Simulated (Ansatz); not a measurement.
Reaction (SMILES): C[SiH2]O[SiH2]C [methyl(methylsilyloxy)silane] -> COC[SiH2][SiH3] [methoxymethyl(silyl)silane]

Wanted: isomerisation energy (electronic), in kcal/mol. Terms: frozen cores in correlated levels; six Cartesian d functions in 6-31G* and its kin unless marked 5d; non-relativistic; no spin-orbit coupling; dispersion terms only where a functional's name holds one. CBS marks a two-point X^-3 extrapolation of the correlation energy; Hartree-Fock from the larger set. Ab initio and DFT rows: single points at B3LYP-D3(BJ) geometries (Ansatz, a program for electronic structure).

```tsv
species	coefficient	E at PBE/6-31G* (Ansatz), Eh	E at PBE/def2-TZVPD (Ansatz), Eh
C[SiH2]O[SiH2]C	-1	-735.97541	-736.11588
COC[SiH2][SiH3]	+1	-735.85829	-735.98143
```

Coupled cluster (Ansatz) is a level with limits of its own, used here on species with T1 under 0.025 (0.045 for open shells) and stable references: CCSD(T)/CBS(cc-pV(T+d)Z,cc-pV(Q+d)Z). Value to compare with, CCSD(T)/CBS(cc-pV(T+d)Z,cc-pV(Q+d)Z) (Ansatz): 95.9 kcal/mol. 1 Eh = 627.5095 kcal/mol.

**Question.** Work the quantity out at each level, and compare with CCSD(T)/CBS(cc-pV(T+d)Z,cc-pV(Q+d)Z) (Ansatz).

**Answer.** 
- PBE/6-31G*: the sum of coefficient times E is 0.11712 Eh, or 73.49 kcal/mol. Result: 73.5 kcal/mol. Its difference against CCSD(T)/CBS(cc-pV(T+d)Z,cc-pV(Q+d)Z) (Ansatz) is -22.4 kcal/mol.
- PBE/def2-TZVPD: the sum of coefficient times E is 0.13445 Eh, or 84.37 kcal/mol. Result: 84.4 kcal/mol. Its difference against CCSD(T)/CBS(cc-pV(T+d)Z,cc-pV(Q+d)Z) (Ansatz) is -11.5 kcal/mol.
